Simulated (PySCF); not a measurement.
Several orderings of computed values.

All species are isolated and taken at one optimised geometry, non-relativistic unless stated; the electronic structure was computed with PySCF and density fitting.

Dipoles, sizes and rotational constants follow the conformer. The torsions of the flexible species, by atom-mapped SMILES:
- `[CH3:1][C:2]#[C:3][CH2:4][Si@@H:5]([CH3:6])[NH:7][CH3:8]`: C3–C4–Si5–C6 62°, C4–Si5–N7–C8 60°
- `[O:1]=[CH:2][NH:3][CH:4]=[O:5]`: O1–C2–N3–C4 0°, C2–N3–C4–O5 0°
- `[CH3:1][S:2][c:3]1[cH:4][o:5][c:6]([C:7](=[O:8])[Cl:9])[cH:10]1`: C1–S2–C3–C4 0°, O5–C6–C7–O8 180°
- `[CH3:1][O:2][c:3]1[cH:4][cH:5][s:6][c:7]1[C:8](=[O:9])[Cl:10]`: C1–O2–C3–C4 -1°, S6–C7–C8–O9 180°
- `[CH3:1][O:2][CH2:3][C@@:4]1([CH2:5][C:6]#[N:7])[O:8][C@@H:9]1[F:10]`: C1–O2–C3–C4 -178°, O2–C3–C4–C5 66°, C3–C4–C5–C6 61°
- `[CH2:1]=[CH:2][C@H:3]([CH3:4])[N:5]([SiH3:6])[CH:7]=[CH2:8]`: C1–C2–C3–C4 -8°, C2–C3–N5–Si6 -127°, C3–N5–C7–C8 169°
- `[CH2:1]=[C:2]([SiH3:3])/[CH:4]=[N:5]\[CH2:6][CH2:7][CH3:8]`: C1–C2–C4–N5 65°, C4–N5–C6–C7 128°, N5–C6–C7–C8 -68°
- `[CH3:1]/[CH:2]=[P:3]/[c:4]1[cH:5][cH:6][cH:7][s:8]1`: C2–P3–C4–C5 180°

The conformers of `CC1=C(C(F)(F)F)CP(C)C1` and `O=C1NCC[C@H]1O[SiH3]` aren't listed.

Question: Rank by smallest rotational constant, lowest first (GFN2-xTB).
A. `C=C[C@H](C)N([SiH3])C=C`
B. `C(C/N=C\C(=C)[SiH3])C`
C. `CSc1coc(C(=O)Cl)c1`
D. `COc1ccsc1C(=O)Cl`
E. `COC[C@@]1(CC#N)O[C@@H]1F`
F. `CC#CC[Si@@H](C)NC`
G. `O=CNC=O`

Answer: C (0.390 GHz), D (0.537 GHz), F (0.624 GHz), E (0.725 GHz), B (0.834 GHz), A (0.975 GHz), G (3.266 GHz).

Question: By how much do the two ends of that ranking differ?

Answer: By 2.876 GHz, between `O=CNC=O` and `CSc1coc(C(=O)Cl)c1`.

Question: Rank by HOMO–LUMO gap, highest first (PBE0/pcSseg-1 at GFN2-xTB geometries).
A. `COc1ccsc1C(=O)Cl`
B. `CSc1coc(C(=O)Cl)c1`
C. `C(F)(F)(C1CP(C)CC=1C)F`
D. `COC[C@@]1(CC#N)O[C@@H]1F`

Answer: D (8.85 eV), C (6.47 eV), A (5.02 eV), B (4.52 eV).

Question: Rank by dipole moment, lowest first (PBE0/pcSseg-1 at GFN2-xTB geometries).
A. `COC[C@@]1(CC#N)O[C@@H]1F`
B. `O=CNC=O`
C. `CSC1=COC(C(=O)Cl)=C1`
D. `COC1=C(C(=O)Cl)SC=C1`

Answer: A (4.41 D), C (5.31 D), B (5.69 D), D (6.20 D).

Question: Give the two extremes of that set in atomic units.

Answer: `COC[C@@]1(CC#N)O[C@@H]1F`: 1.74 au; `COc1ccsc1C(=O)Cl`: 2.44 au.

Question: Rank by HOMO energy, lowest first (PBE0/pcSseg-1 at GFN2-xTB geometries).
A. `C/C=P/c1cccs1`
B. `C=C[C@H](C)N([SiH3])C=C`
C. `O=CNC=O`
D. `CC#CC[Si@@H](C)NC`
E. `O=C1NCC[C@H]1O[SiH3]`

Answer: C (-7.59 eV), E (-7.37 eV), D (-6.51 eV), A (-6.33 eV), B (-5.92 eV).

Question: By how much do the two ends of that ranking differ?

Answer: By 1.67 eV, between `C=C[C@H](C)N([SiH3])C=C` and `O=CNC=O`.
